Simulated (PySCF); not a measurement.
## Run times: manganese in cc-pVTZ-DK

Measured wall times of calculations with PySCF 2.14 in cc-pVTZ-DK (7s6p4d2f1g, 68 functions), with the spin-free X2C one-electron Hamiltonian (Gaussian nucleus), run from one Python driver. Hardware: 1 thread of Neoverse-V2 on a shared host, 1.3 GiB allowed. The two-electron integrals over 68 functions were computed once and kept in memory (0.79 CPU seconds with the set-up); the times below exclude them. Kohn-Sham runs start from converged Hartree-Fock orbitals.

Launch command (the driver calls PySCF for each step listed in the task file):

```bash
OMP_NUM_THREADS=1 python atomrun2.py TASK.json OUT
```

| species | step | iterations | wall time (s) |
| --- | --- | --- | --- |
| Mn [Ar] 3d5 4s2 | UHF | 1 | 0.37 |
| Mn [Ar] 3d5 4s2 | M06-L | 6 | 2.7 |
| Mn [Ar] 3d5 4s2 | MN15 | 8 | 3.6 |
| Mn [Ar] 3d5 4s2 | MP2 (7 electrons) |  | 0.12 |
| Mn⁺ [Ar] 3d5 4s1 | UHF | 2 | 0.29 |
| Mn⁺ [Ar] 3d5 4s1 | M06-L | 6 | 2.6 |
| Mn⁺ [Ar] 3d5 4s1 | MN15 | 6 | 2.8 |
| Mn⁺ [Ar] 3d5 4s1 | MP2 (6 electrons) |  | 0.05 |

Peak memory of the process: 0.27 GiB. Times on a shared host vary from run to run.
